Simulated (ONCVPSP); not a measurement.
Configuration tests for Sn (Z = 50) (ONCV)

* Element: tin (Sn)
* Generator: ONCVPSP 4.0.1
* Type: optimised norm-conserving Vanderbilt (ONCV)
* Functional: PBEsol
* Relativity: scalar-relativistic
* Frozen core: [Ar] 3d10
* Valence charge: 22
* Reference configuration: 4s2 4p6 4d10 5s2 5p2
* Partial waves: 4s+5s: rc 1.60 bohr, ncon 4, nbas 8, qcut 7.5 1/bohr, 3 projectors, debl 1.6 Ha; 4p+5p: rc 1.75 bohr, ncon 4, nbas 7, qcut 9.9 1/bohr, 2 projectors; 4d: rc 2.02 bohr, ncon 4, nbas 8, qcut 9.6 1/bohr, 2 projectors, debl 3.5 Ha
* Local potential: polynomial inside 1.00 bohr (lpopt 1, dvloc0 3 Ha)
* Core correction: none

Energies are relative to the spin-unpolarised reference configuration 4s2 4p6 4d10 5s2 5p2; without spin polarisation the order of configurations can differ from experiment.

| valence configuration | charge | ΔE all-electron (eV) | error AE − PS (meV) |
| --- | --- | --- | --- |
| 4s2 4p6 4d10 5s2 5p1 | +1 | 6.898 | -1.5 |
| 4s2 4p6 4d10 5s2 5p0 | +2 | 20.870 | -4.9 |
| 4s2 4p6 4d10 5s1 5p0 | +3 | 51.886 | -16 |
| 4s2 4p6 4d10 5s1 5p3 | 0 | 7.009 | -1.6 |
